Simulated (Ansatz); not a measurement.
Basis-set extrapolation for `NB(O[SiH3])O[SiH3]` (PBE0-D4/def2-TZVP geometry, frozen core, Ansatz 0.2.0). Multiplicity 1, RHF reference.

```csv
,def2-TZVPP,def2-QZVPP
HF,-811.753232,-811.783736
MP2 correlation,-1.022286,-1.101360
CCSD(T) correlation,-1.112960,not run
```

Energies in hartree. Use E(X) = E(∞) + A·exp(−7.88·√X) for Hartree–Fock and E(X) = E(∞) + B·X^(−2.97) for correlation, with X = 3 and 4, and add CCSD(T) minus MP2 of the smaller set to the MP2 limit.

**Question.** What is the CCSD(T) energy at the basis-set limit?

**Answer.** HF limit: -811.783736 + (-0.030504) × 0.13774 = -811.78794. MP2 limit: -1.101360 + (-0.079074) × 0.74074 = -1.15993. Higher-order term: -1.112960 − (-1.022286) = -0.09067. Total: -813.03854 hartree, 452.5 kJ/mol below CCSD(T)/def2-TZVPP.
